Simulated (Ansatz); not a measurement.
Gas-phase electronic energies from Ansatz, PBE0-D4/def2-TZVP geometries. CCSD(T)/CBS is the MP2 limit (def2-TZVPP, def2-QZVPP) plus CCSD(T) − MP2 in def2-TZVPP, frozen cores. Functionals use def2-TZVPP. Elements past krypton have def2 core potentials. For I outer-core shells are correlated without core-valence functions, which leaves a few kJ/mol of doubt a bond. One conformer a species, not always the lowest.

`FCN[SiH2]Cl` + `[SiH3]C([SiH3])I` → `FCN[SiH2][SiH3]` + `[SiH3]C(Cl)I`  (redistribution)

Question: Is it downhill or uphill in electronic energy at CCSD(T)/CBS, and by how much? (Best estimate.)

Answer: Computed: Uphill: ΔE = +2.05 eV.

Question: What do these levels give: r2SCAN-D4, ωB97X-V, ωB97M-V, B2PLYP, SCS-MP2/def2-QZVPP, MP2/CBS(def2)? (An estimate is asked.)

Answer: Computed: r2SCAN-D4 1.96, ωB97X-V 1.98, ωB97M-V 2.07, B2PLYP 2.01, SCS-MP2/def2-QZVPP 2.12, MP2/CBS(def2) 2.17 eV.

Largest T1 diagnostic among the species: 0.012.

From PBE to PBE0 (25 % exact exchange), in def2-TZVPP and without D4, ΔE moves by +0.14 eV. In def2-TZVPP, CCSD(T) changes the Hartree–Fock value by −0.17 eV (the triples alone add −0.03 eV) and MP2 by −0.05 eV.
